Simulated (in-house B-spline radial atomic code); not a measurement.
**Removing one electron from Pm LII (Pm51+)**

Closed shell [He] 2s2 2p6. Computed with a B-spline radial code for spherical atoms: Koopmans values of Dirac-Hartree-Fock plus a diagonal self-energy, in second order or with its direct term screened (direct RPA, with the hole-particle interaction, or full time-dependent Hartree-Fock), linearised in energy; no-pair Dirac-Coulomb Hamiltonian, finite nucleus. Shifts add to the Koopmans value (the ΔSCF shift is orbital relaxation alone); the final value takes TDHF screening with Breit and QED.

Command:
```bash
python run_mb.py task.json out
```
Settings (nuclear radius in fm, box in bohr, cutoff in hartree):
```
basis_form          2
Z                   61
core_configuration  [He] 2s2 2p6
rms_radius          4.962
mass_number         145
speed_of_light      137.036
box_radius          2.5
lmax                7
intervals           56
virtual_cutoff      14884.0
```

Cost of the run: 4.4 s on 1 thread of Arm Neoverse N1 (shared host).

Energies in eV:

```
subshell  Koopmans  ΔSCF shift  second order  direct RPA  hole-particle    TDHF  Breit + QED     final
   2p3/2  10130.94      -3.078             ?           ?              ?       ?            ?         ?
   2p1/2  10715.97      -3.807        -2.145      -1.838         -2.011  -2.038      -20.579  10693.35
   2s1/2  11077.20      -2.398        -3.128      -2.784         -2.985  -3.014      -21.285  11052.90
```

Task: What does the self-energy do to 2p3/2?

Result: It shifts the removal energy by -1.514 eV in second order, -1.281 with direct RPA, -1.416 with the hole-particle term and -1.436 with TDHF screening (quasi-particle weight 0.999); Breit and QED add -13.722 eV. The final value is 10115.78 eV, against 10115 ± 4 eV (NIST, tabulated theory).
